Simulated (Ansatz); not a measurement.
Geometry optimisation, Ansatz 0.2.0, RKS B3LYP-D4/def2-SVP.

The input (input.yaml):

```yaml
crystal:
  periodic: [false, false, false]
  atoms:
    - { symbol: Si, position_ang: [-0.3745, 0.9655, 0.2466] }
    - { symbol: H, position_ang: [1.4104, 0.3738, 0.1997] }
    - { symbol: O, position_ang: [-0.7289, -0.514, 0.7874] }
    - { symbol: Si, position_ang: [-0.3553, -1.8819, 1.5629] }
    - { symbol: H, position_ang: [-1.7665, 1.4019, 0.0097] }
    - { symbol: H, position_ang: [0.2296, 1.978, 1.088] }
    - { symbol: H, position_ang: [1.0646, 0.5453, -0.7026] }
    - { symbol: C, position_ang: [0.3025, 0.9413, -1.8152] }
    - { symbol: H, position_ang: [0.9615, -1.7657, 2.1913] }
    - { symbol: H, position_ang: [-1.4082, -2.0496, 2.5597] }
    - { symbol: H, position_ang: [-0.3545, -2.9311, 0.5445] }
    - { symbol: H, position_ang: [1.0248, 1.7187, -2.0569] }
    - { symbol: H, position_ang: [-0.6059, 1.2242, -2.3493] }
    - { symbol: H, position_ang: [0.6004, -0.0063, -2.2658] }
basis:
  gaussian: { orbitals: def2-SVP }
hamiltonian:
  xc: b3lyp
  dispersion: d4
relax:
  f_tol: 0.15
  max_steps: 25
  restrain:
    - { distance: [0, 7], at: 3.17, k: 30.0 }
    - { distance: [6, 1], at: 1.92, k: 30.0 }
    - { distance: [0, 1], at: 1.42, k: 30.0 }
    - { distance: [6, 7], at: 1.07, k: 30.0 }
```

Launched with:

```bash
$ ansatz run input.yaml --threads 2 --pin off --max-ram 3072MiB --backend cpu --events-out ev --progress --plain --runs-dir out
```

Where does it end, and by what steps?

It converged. The restraints hold the end off the free minimum. After 17 steps the energy has fallen by 3.193 eV (the restraints' own energy left out); H13 moved furthest, 1.40 Å. Parted: Si1–H7, Si1–C8. Joined: Si1–H2, H7–C8.

```csv
step,energy less start (eV),largest force component (eV/Å),accepted
0,0.0000,2.658,yes
1,0.9083,2.519,yes
2,0.9606,2.761,yes
3,0.2002,3.126,yes
4,-0.9986,1.797,yes
5,-1.8028,0.883,yes
6,-2.3441,0.963,yes
7,-2.7089,1.224,yes
8,-2.9074,1.450,yes
9,-3.0002,1.437,yes
10,-3.0727,1.214,yes
11,-3.1040,0.895,yes
12,-3.1292,0.878,yes
13,-3.1453,0.891,yes
14,-3.1694,0.836,yes
15,-3.1903,0.827,yes
16,-3.1954,0.820,yes
17,-3.1930,0.791,yes
```

```xyz
14
Properties=species:S:1:pos:R:3
Si -0.148 1.300 0.911
H 1.235 1.352 0.490
O -0.709 -0.265 0.903
Si -0.457 -1.835 1.375
H -0.963 2.144 0.003
H -0.255 1.850 2.294
H 1.207 0.595 -1.284
C 0.495 0.481 -2.094
H 0.917 -2.015 1.930
H -1.460 -2.229 2.404
H -0.620 -2.711 0.181
H 0.233 1.472 -2.489
H -0.411 -0.017 -1.725
H 0.938 -0.123 -2.899
```

The run took 54 s on 2 threads of Arm Neoverse V1, on a shared host, peak memory 0.25 GiB.
